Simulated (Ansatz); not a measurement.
Calculation: frozen-core CCSD(T)/cc-pVTZ // CAM-B3LYP-D3(BJ)/def2-TZVP run with Ansatz (an electronic-structure program). The geometry is that of the parent before the electron was removed.

Ansatz 0.2 input:
```yaml
crystal:
  periodic: [false, false, false]
  atoms:
    - { symbol: Al, position_ang: [-0.000029, 0.000032, -0.000009] }
    - { symbol: H, position_ang: [1.575376, -0.046123, -0.000424] }
    - { symbol: H, position_ang: [-0.827525, -1.341346, 0.000806] }
    - { symbol: H, position_ang: [-0.747822, 1.387436, -0.000372] }
basis:
  gaussian: { orbitals: cc-pVTZ }
correlation:
  method: ccsd_t
total_charge: 1
magnetization:
  spin_polarized: true
  initial_magnetization: 1
```

Output:

```
Functional definition: HF
442 factors; integrals over basis functions are off by at most 1.3e-3 eV
mean field evaluation 1: about -6618.2408 eV, gradient 7.9e0 eV
mean field evaluation 2: about -6618.2465 eV, gradient 7.9e0 eV
mean field evaluation 4: about -6619.1463 eV, gradient 1.2e0 eV
mean field evaluation 8: about -6619.1919 eV, gradient 1.1e-1 eV
mean field evaluation 16: about -6619.1927 eV, gradient 6.6e-3 eV
mean field evaluation 32: about -6619.1893 eV, gradient 1.0e-1 eV
mean field evaluation 64: about -6619.1972 eV, gradient 5.3e-6 eV
mean field evaluation 96: about -6619.1972 eV, gradient 4.4e-2 eV
mean field evaluation 128: about -6619.1973 eV, gradient 4.0e-3 eV
mean field evaluation 160: about -6619.1922 eV, gradient 1.6e-4 eV
mean field -6619.19750501 eV, -243.2510216558 hartree, gradient 2.0e-6 eV, S^2 0.842050; 8 other end points of the search recorded, 0 dependent functions left out
determinant -6619.19750501 eV, -243.2510216558 hartree, with singles and doubles -6621.74776043 eV, -243.3447418138 hartree
determinant -6619.19730584 eV, -243.2510143365 hartree, with singles and doubles -6621.74753388 eV, -243.3447334885 hartree
determinant -6619.19724074 eV, -243.2510119442 hartree, with singles and doubles -6621.74745947 eV, -243.3447307538 hartree
determinant -6619.19251552 eV, -243.2508382954 hartree, with singles and doubles -6621.72419197 eV, -243.3438756889 hartree
determinant -6619.19244498 eV, -243.2508357031 hartree, with singles and doubles -6621.72412875 eV, -243.3438733658 hartree
determinant -6619.19222791 eV, -243.2508277261 hartree, with singles and doubles -6621.72394018 eV, -243.3438664359 hartree
determinant -6619.19750501 eV, -243.2510216558 hartree, with singles and doubles -6621.66069737 eV, -243.3415423055 hartree
determinant -6619.19730584 eV, -243.2510143365 hartree, with singles and doubles -6621.66050002 eV, -243.3415350531 hartree
determinant -6619.19724074 eV, -243.2510119442 hartree, with singles and doubles -6621.66043619 eV, -243.3415327074 hartree
determinant -6619.19251552 eV, -243.2508382954 hartree, with singles and doubles -6621.64885701 eV, -243.3411071802 hartree
determinant -6619.19244498 eV, -243.2508357031 hartree, with singles and doubles -6621.64879289 eV, -243.3411048240 hartree
determinant -6619.19222791 eV, -243.2508277261 hartree, with singles and doubles -6621.64859576 eV, -243.3410975796 hartree
5 core orbitals not correlated
reference -6619.19750501 eV, -243.2510216558 hartree; 3, 2 occupied and 68, 69 virtual orbitals, 442 factors
second order -1.79457863 eV of doubles, -0.00000000 eV of singles
cycle   1  -2.46319295 eV  change   -5.8e-7 eV  update   2.4e-6
perturbative correction -0.04317431 eV, -0.0015866267 hartree
Total energy: -6621.70387226 eV, -243.3431289536 hartree
```

Cost: around 15 core-seconds (rough).
